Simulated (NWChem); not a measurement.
System: MgHCl; SMILES [MgH][Cl]

Here is an NWChem input.

```
start job
memory heap 200 mb stack 900 mb global 1100 mb
geometry units angstroms noautosym nocenter noautoz
  Mg    -0.001954     1.137403     0.000000
  H     -0.007679     2.824253     0.000000
  Cl     0.001417    -1.072473     0.000000
end
basis spherical
  * library def2-svpd
end
dft
  xc b3lyp
  iterations 150
end
property
  response 1 0.0
end
task dft property
```

All runs use the structure optimised with PBE0/def2-SVP.

Static field.

**Question.** Predict the main results of this run. (B3LYP/def2-SVPD.) Quantities: isotropic polarisability (bohr³); anisotropy (bohr³).

**Answer.** 
```yaml
isotropic polarisability (bohr³): 42.3
anisotropy (bohr³): 13.2
```
